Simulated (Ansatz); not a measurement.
Computed with Ansatz on PBE0-D4/def2-TZVP structures; ΔE is electronic, products minus reactants. CCSD(T)/CBS adds triple-zeta CCSD(T) − MP2 to the extrapolated MP2 energy (def2 sets, frozen cores). Functionals use def2-TZVPP. B3LYP here is the variant with VWN-RPA as its local correlation; programs differ in this. Elements past krypton have def2 core potentials. For Ta outer-core shells are correlated without core-valence functions, which leaves a few kJ/mol of doubt a bond. Each species was taken in one conformer, which may not be the lowest.

`CB(O)CN` + `[CH3][Ta](=[O])([OH])[OH]` → `CB(C)CN` + `[O]=[Ta]([OH])([OH])[OH]`  (redistribution)

Q: Is it downhill or uphill in electronic energy at CCSD(T)/CBS, and by how much? (An estimate is asked.)

A: The calculation gave: Uphill: ΔE = +29.8 kJ/mol.

Q: What do these levels give: B3LYP-D4, B2PLYP, r2SCAN, CCSD(T)/def2-TZVPP, SCS-MP2/def2-QZVPP, MP2/CBS(def2)? (An estimate is asked.)

A: Computed: B3LYP-D4 26.3, B2PLYP 27.7, r2SCAN 24.8, CCSD(T)/def2-TZVPP 33.7, SCS-MP2/def2-QZVPP 26.5, MP2/CBS(def2) 25.6 kJ/mol.

Largest T1 diagnostic among the species: 0.020.

In def2-TZVPP, CCSD(T) changes the Hartree–Fock value by +8.8 kJ/mol (the triples alone add +1.1 kJ/mol) and MP2 by +4.6 kJ/mol.
